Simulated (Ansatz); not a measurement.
Basis-set extrapolation for CH$_{6}$BFOSi, SMILES `CB(F)[SiH2]O` (PBE0-D4/def2-TZVP geometry, frozen core, Ansatz 0.2.0). Multiplicity 1, RHF reference.

```
                      def2-TZVPP   def2-QZVPP
                 HF  -529.495455  -529.515766
    MP2 correlation    -0.883272    -0.954381
CCSD(T) correlation    -0.955450      not run
```

Energies in hartree. Use E(X) = E(∞) + A·exp(−7.88·√X) for Hartree–Fock and E(X) = E(∞) + B·X^(−2.97) for correlation, with X = 3 and 4, and add CCSD(T) minus MP2 of the smaller set to the MP2 limit.

What is the CCSD(T) energy at the basis-set limit?

HF limit: -529.515766 + (-0.020311) × 0.13774 = -529.51856. MP2 limit: -0.954381 + (-0.071109) × 0.74074 = -1.00705. Higher-order term: -0.955450 − (-0.883272) = -0.07218. Total: -530.59779 hartree, 385.6 kJ/mol below CCSD(T)/def2-TZVPP.
